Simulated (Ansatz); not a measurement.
Species: C₂H₆ClGa, charge 0, multiplicity 1. SMILES: [CH3][Ga]([CH3])[Cl]
Coordinates optimised at B3LYP-D3(BJ)/def2-TZVP (Ansatz, an electronic-structure program):
```
Ga
C 1 1.9679
H 2 1.0894 1 112.09
H 2 1.0909 3 109.29 1 121.40
H 2 1.0912 3 109.16 4 117.42
C 1 1.9679 2 133.26 3 -1.80
H 6 1.0894 1 112.08 2 -4.54
H 6 1.0907 7 109.37 1 121.55
H 6 1.0914 7 109.07 8 117.42
Cl 1 2.1917 2 113.36 3 178.06
```
Charge 0, spin multiplicity 1.

Property: vertical ionisation energy (to the doublet state of charge +1; each state is the SCF solution reached for its spin), in eV. Correlated levels leave the core frozen unless marked. UHF or UKS for open shells. No spin-orbit coupling. Frozen are the shells of the preceding noble gas and the d and f shells that filled before the atom's block. Non-relativistic. CBS marks a two-point X^-3 extrapolation of the correlation energy; Hartree-Fock from the larger set. The bracket is a focal-point correction in the basis named.

| level | program | vertical ionisation energy (eV) | minus last row |
|---|---|---|---|
| HF/def2-SVPD | Ansatz | 9.57 | -0.69 |
| BHLYP/def2-TZVPD | Ansatz | 9.96 | -0.30 |
| wB97M-V/def2-TZVPD | Ansatz | 10.09 | -0.17 |
| B2PLYP/def2-TZVPD | Ansatz | 9.89 | -0.37 |
| MP2/def2-SVPD | Ansatz | 10.37 | 0.11 |
| CCSD(T)/def2-TZVPPD | Ansatz | 10.15 | -0.11 |
| RI-MP2/CBS(def2-TZVPPD,def2-QZVPPD)+[CCSD(T)-MP2]/def2-TZVPPD | Ansatz | 10.26 | 0.00 |
